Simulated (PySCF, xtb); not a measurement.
C4H7FSi, SMILES C#CC[Si@@H](C)F.

GFN2-xTB (xtb 6.7.1) at its own geometry gives an orbital gap of 5.67 eV and a dipole moment of 2.10 D.

The structure is a stationary point at PBE0-D3(BJ)/def2-SVP. The structure was generated by enumeration; whether it is a known compound was not checked. The values are those of a single conformer.

### Question
What does B3LYP/def2-TZVP in PySCF give? (An estimate is asked for; the answer gives what the named calculation found.)

### Answer
gap 7.72 eV (levels -7.26 and 0.46 eV), dipole 1.83 D.
